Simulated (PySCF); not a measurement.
PySCF 2.14 output of an unrestricted TPSS calculation on a single atom or ion in 6-31G*, with the non-relativistic Hamiltonian (point nucleus):

```
SCF conv_tol = 1e-09
number electrons alpha = 11  beta = 9
    J. Tao, J. P. Perdew, V. N. Staroverov, and G. E. Scuseria.,  Phys. Rev. Lett. 91, 146401 (2003)
    J. P. Perdew, J. Tao, V. N. Staroverov, and G. E. Scuseria.,  J. Chem. Phys. 120, 6898 (2004)
    J. Tao, J. P. Perdew, V. N. Staroverov, and G. E. Scuseria.,  Phys. Rev. Lett. 91, 146401 (2003)
    J. P. Perdew, J. Tao, V. N. Staroverov, and G. E. Scuseria.,  J. Chem. Phys. 120, 6898 (2004)
cycle= 1 E= -760.33978107112  delta_E= -0.0024  |g|= 0.0104  |ddm|= 0.176
cycle= 2 E= -760.339879568605  delta_E= -9.85e-05  |g|= 0.00502  |ddm|= 0.121
cycle= 3 E= -760.339836339004  delta_E= 4.32e-05  |g|= 0.00354  |ddm|= 0.13
cycle= 4 E= -760.339759685766  delta_E= 7.67e-05  |g|= 0.00053  |ddm|= 0.0559
cycle= 5 E= -760.339759707512  delta_E= -2.17e-08  |g|= 0.000247  |ddm|= 0.00228
cycle= 6 E= -760.339759747537  delta_E= -4e-08  |g|= 5.06e-05  |ddm|= 0.00129
cycle= 7 E= -760.339759748326  delta_E= -7.89e-10  |g|= 9.51e-07  |ddm|= 0.000278
converged SCF energy = -760.339759748326  <S^2> = 2.0005873  2S+1 = 3.0003915
```

The run itself started from symmetry-adapted Hartree-Fock orbitals and held the occupation by maximum overlap, on a logarithmic radial grid, so the iterations belong to that start.

Question: Which element, charge and spin multiplicity is this?

Answer: Sc⁺ (scandium, charge +1), multiplicity 3; the state was [Ar] 3d1 4s1, high-spin 3D determinant.
